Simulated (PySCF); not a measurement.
BH2, SMILES [BH2+], charge +1. Heavy atoms are numbered as in [BH2+:1]. Hydrogens are named by the atom that carries them.

Geometry: r2SCAN-D4/def2-TZVPD.

All values below come from PySCF with KT2/pcSseg-2.

GIAO shieldings, no solvent; atoms alike by connectivity are averaged. δ = σ(ref) − σ: ¹¹B against BF3 (σ = 89.2 ppm); ¹H against TMS (σ = 31.47 ppm), references at their B3LYP-D3(BJ)/def2-TZVP geometries, non-relativistic.

Computed chemical shifts:
| nucleus | atoms | count | δ (ppm) |
|---|---|---|---|
| ¹¹B | B1 (BH2) | 1 | 84.8 |
| ¹H | H on B1 | 2 | 4.84 |
